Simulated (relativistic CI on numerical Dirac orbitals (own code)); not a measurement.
Calculated at this level of theory: Dirac-Coulomb-Breit CI, separate exchange-only KLI orbitals for each configuration, model QED (radiative potential, 1s self-energy scaled to tabulated hydrogen-like ionisation energies), unscaled Slater integrals (own radial code, finite nucleus).

The strongest absorption lines from the ground level of an ion, among the configurations computed and to levels below about 269 eV (vacuum wavelength in Å, gf): 49.226 (0.41), 49.296 (0.68), 67.621 (0.43), 91.964 (1.3), 92.389 (6.4), 95.283 (2.3), 95.775 (9.7), 98.406 (0.5).

(1) Which ion is it?
A. Ce²¹⁺
B. Ba²¹⁺
C. Ba¹⁷⁺
D. Ba¹⁹⁺

Results:

(1) D. Ba¹⁹⁺ has 37 electrons and the ground level 4s2 4p6 4d 2D_3/2; the strongest line goes to 4s2 4p5 4d2 2F°_5/2. The pattern of lines fixes the number of electrons, and along that sequence the line energies rise steadily with the charge (about as its square where n changes within one kind of shell, about linearly where n is kept but much faster in heavy ions where fine structure, which grows about as Z⁴, sets the gap, and irregularly where shells cross), which fixes Z. Configurations outside the model, such as inner-shell arrays, can give stronger lines. At this charge energies of transitions that change n are usually good to better than 1 %, and those within a shell (Δn = 0) to a few per cent.

LS names give the leading component of a level, which can be under half, so a name can repeat, a term be missing and a line seem to break the LS rules.
